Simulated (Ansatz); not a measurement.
System: HgCl$_{2}$, charge 0, multiplicity 3. The spin state was set by rule; other spins were not relaxed. 
Geometry from a B3LYP-D3(BJ)/def2-TZVP (Ansatz, a quantum-chemistry and plane-wave program) optimisation:
```
Hg
Cl 1 2.6610
Cl 1 2.6610 2 62.45
```
Charge 0, spin multiplicity 3.

Quantity: atomisation energy (electronic, to ground-state atoms), in kJ/mol. Valence correlation only, unless marked. UHF or UKS for open shells. Spin-orbit coupling is left out. Frozen are the shells of the preceding noble gas and the d and f shells that filled before the atom's block. Past Kr the def2 sets carry scalar-relativistic core potentials. The coupled-cluster limit lacks core correlation, which all-electron functionals hold. CBS(X,Y): correlation extrapolated as X^-3; Hartree-Fock from the larger set. The bracket is a focal-point correction in the basis named.

```json
[
 {"level": "r2SCAN-D3(BJ)/def2-TZVPD", "program": "Ansatz + dftd3", "atomisation energy (kJ/mol)": "(withheld)"},
 {"level": "B97M-V/def2-TZVPD", "program": "Ansatz", "atomisation energy (kJ/mol)": "180.7"},
 {"level": "CAM-B3LYP-D3(BJ)/def2-TZVPD", "program": "Ansatz + dftd3", "atomisation energy (kJ/mol)": "(withheld)"},
 {"level": "LC-wPBE-D4/def2-TZVPD", "program": "Ansatz + dftd4", "atomisation energy (kJ/mol)": "(withheld)"},
 {"level": "SCS-MP2/def2-TZVPPD", "program": "Ansatz", "atomisation energy (kJ/mol)": "77.0"},
 {"level": "RI-MP2/CBS(def2-TZVPPD,def2-QZVPPD)+[CCSD(T)-MP2]/def2-TZVPPD", "program": "Ansatz", "atomisation energy (kJ/mol)": "134.1"}
]
```

Task: Complete the blanks.

Result: 
- r2SCAN-D3(BJ)/def2-TZVPD, atomisation energy (kJ/mol): 187.9
- CAM-B3LYP-D3(BJ)/def2-TZVPD, atomisation energy (kJ/mol): 140.2
- LC-wPBE-D4/def2-TZVPD, atomisation energy (kJ/mol): 148.5
